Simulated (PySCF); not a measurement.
Dipole moment and polarisability of `FC(F)(F)O/C=C/[C@H]1CO1`

Species: C₅H₅F₃O₂.
Structure used (GFN2-xTB), in Å, numbered top down from 1:
```xyz
15
C5H5F3O2 angstrom
F      3.789   -0.301   -1.137
C      2.613    0.038   -0.623
F      2.829    0.364    0.663
F      2.240    1.182   -1.224
O      1.764   -0.959   -0.793
C      0.453   -0.825   -0.348
C     -0.090    0.207    0.274
C     -1.518    0.199    0.670
C     -2.586    0.183   -0.343
O     -2.276   -0.945    0.418
H     -0.094   -1.726   -0.581
H      0.450    1.106    0.529
H     -1.729    0.697    1.614
H     -2.313    0.134   -1.391
H     -3.536    0.656   -0.124
```

Level: PBE0/def2-SVPD (PySCF), static field, nuclei fixed, core orbitals frozen in the response. The polarisability tensor in these axes (au):

```
x   86.58 -4.42 -4.40
y   -4.42 59.94  3.96
z   -4.40  3.96 58.59
```

**Question.** What are the eigenvalues, a third of the trace, and Δα (Δα² = ½Σ(αi − αj)² over the three pairs)?

**Answer.** Principal values 55.24, 61.73 and 88.15 au; mean 68.37 au = 10.13 Å³ = 11.27 × 10⁻⁴⁰ C²·m²/J; Δα = 30.19 au (44 % of the mean).

**Question.** What is the dipole moment, and where does it point?

**Answer.** (-2.04, 1.21, 0.02) D, 2.37 D in size, pointing from the negative to the positive side. Measured along this direction, the outermost atoms are F1 at the negative end and H15 at the positive end.

**Question.** Find the Langevin capture rate constant for NH4+ (18.034 u) meeting this molecule (154.024 u), k = 2.342 × 10⁻⁹ cm³/s × √(α in Å³ / reduced mass in u).

**Answer.** The reduced mass is 16.14 u, so k = 1.86 × 10⁻⁹ cm³/s. The formula leaves out the permanent dipole, which adds to the capture rate.

**Question.** Directions of the eigenvectors, and the extent of the frame along each?

**Answer.** Largest value along (0.97, -0.18, -0.17), where the nuclei span 7.44 Å; middle along (0.24, 0.75, 0.61), 3.04 Å; least along (0.02, -0.63, 0.77), 2.53 Å. The response follows the extents in order.

**Question.** What would n − 1 = 2πNα be for an ideal gas of these molecules at 400 K and 1 atm, electronic part alone?

**Answer.** N = p/kT = 1.8347 × 10¹⁹ cm⁻³, so n − 1 = 2π × N × 10.13 × 10⁻²⁴ cm³ = 1168 × 10⁻⁶ at long wavelengths.

**Question.** Rayleigh depolarisation ratio (linearly polarised light, static tensor)?

**Answer.** ρ = 3Δα²/(45ᾱ² + 4Δα²) = 2733.6/(210371 + 3644.8) = 0.0128.

Geometry: GFN2-xTB, one conformer, isolated molecule.
